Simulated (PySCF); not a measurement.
PySCF 2.14 output of an unrestricted r2SCAN calculation on a single atom or ion in aug-cc-pVQZ-DK, with scalar relativity by spin-free X2C-1e:

```
SCF conv_tol = 1e-09
number electrons alpha = 8  beta = 5
    J. W. Furness, A. D. Kaplan, J. Ning, J. P. Perdew, and J. Sun.,  J. Phys. Chem. Lett. 11, 8208-8215 (2020)
    J. W. Furness, A. D. Kaplan, J. Ning, J. P. Perdew, and J. Sun.,  J. Phys. Chem. Lett. 11, 9248-9248 (2020)
    J. W. Furness, A. D. Kaplan, J. Ning, J. P. Perdew, and J. Sun.,  J. Phys. Chem. Lett. 11, 8208-8215 (2020)
    J. W. Furness, A. D. Kaplan, J. Ning, J. P. Perdew, and J. Sun.,  J. Phys. Chem. Lett. 11, 9248-9248 (2020)
cycle= 1 E= -340.222461133015  delta_E= -0.00502  |g|= 0.0185  |ddm|= 0.472
cycle= 2 E= -340.22250982629  delta_E= -4.87e-05  |g|= 0.00375  |ddm|= 0.171
cycle= 3 E= -340.222511701066  delta_E= -1.87e-06  |g|= 0.000363  |ddm|= 0.0358
cycle= 4 E= -340.222511754054  delta_E= -5.3e-08  |g|= 3.41e-05  |ddm|= 0.00278
cycle= 5 E= -340.22251175478  delta_E= -7.26e-10  |g|= 2.23e-06  |ddm|= 0.000318
converged SCF energy = -340.22251175478  <S^2> = 3.7500728  2S+1 = 4.0000364
```

The run itself started from symmetry-adapted Hartree-Fock orbitals and held the occupation by maximum overlap, on a logarithmic radial grid, so the iterations belong to that start.

**Question.** Which element, charge and spin multiplicity is this?

**Answer.** P²⁺ (phosphorus, charge +2), multiplicity 4; the state was [Ne] 3s1 3p1 3d1, one real determinant (an excited configuration).

⟨L²⟩ = 8.01 against 12 for a pure F term, so this real determinant mixes terms. The outer electron is Rydberg-like, and this basis confines it to a smaller radius and binds it less than a complete one would.
